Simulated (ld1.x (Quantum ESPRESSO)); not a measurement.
**Building the PAW potential for samarium (PBE, fully relativistic).**

Sm, PAW, made with ld1.x (Quantum ESPRESSO) 7.5 (PBE, fully relativistic). Core [Kr] 4d10 4f5, reference 5s2 5p6 5d1 6s1.5 6p0.5. Waves: 5s (bound): rcut 1.90, rcutus 2.05 bohr; 6s (bound): rcut 1.90, rcutus 2.05 bohr; 5p (bound): rcut 2.10, rcutus 2.30 bohr; 6p (bound): rcut 2.10, rcutus 2.30 bohr; 5d (bound): rcut 0.60, rcutus 0.80 bohr; 5d channel at 0.15 Ry: rcut 0.60, rcutus 0.80 bohr. Local part: all-electron potential smoothed inside 1.35 bohr (lloc = -1). Core correction: Bessel-smoothed model core inside 0.45 bohr. Augmentation charge: PSQ, inside the norm-conserving radii.

Open shells are filled in proportion to 2j + 1 (rel_dist='average').

Problem. Does this generation succeed?

Solution. No. ld1.x (Quantum ESPRESSO) 7.5 stopped with "new_paw_hamiltonian: negative rho": the spherical valence density built from the smooth waves and the augmentation charge turned negative at some radius. The 5d radius of 0.80 bohr lies inside the outermost node of the all-electron wave at 0.83 bohr.
